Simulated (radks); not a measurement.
All-electron atom: the cadmium ion Cd4+ in [Kr] 4d8. Method: Dirac Kohn-Sham, LDA (Slater exchange, Perdew-Wang correlation), spin-unpolarised, spherical densities, point nucleus; open shells fill j = l - 1/2 first; computed with a radial shooting solver on a logarithmic mesh with Libxc functionals. Some entries of the table are withheld. Estimate them.

orbital  occ.  eigenvalue (hartree)  r(max) (bohr)  <r^2> (bohr^2)
1s1/2       2             -975.0535            (1)        0.001252
2s1/2       2                   (2)         0.1115         0.02041
2p1/2       2                   (3)        0.08598         0.01521
2p3/2       4                   (4)        0.09033         0.01653
3s1/2       2             -28.92854         0.3244          0.1472
3p1/2       2             -24.95799            (5)          0.1423
3p3/2       4             -23.69602            (6)          0.1512
3d3/2       4             -16.64363         0.2637          0.1319
3d5/2       6             -16.38681         0.2666          0.1345
4s1/2       2                   (7)         0.7925          0.8581
4p1/2       2              -4.56258         0.8235             (8)
4p3/2       4              -4.33857         0.8481             (9)
4d3/2       4              -2.32143         0.9501           1.541
4d5/2       4              -2.29064         0.9595           1.573

Answer. 
(1) 1s1/2 r(max) (bohr): 0.01970
(2) 2s1/2 eigenvalue (hartree): -146.4885
(3) 2p1/2 eigenvalue (hartree): -136.5916
(4) 2p3/2 eigenvalue (hartree): -129.5293
(5) 3p1/2 r(max) (bohr): 0.3106
(6) 3p3/2 r(max) (bohr): 0.3207
(7) 4s1/2 eigenvalue (hartree): -5.85342
(8) 4p1/2 <r^2> (bohr^2): 0.9743
(9) 4p3/2 <r^2> (bohr^2): 1.036
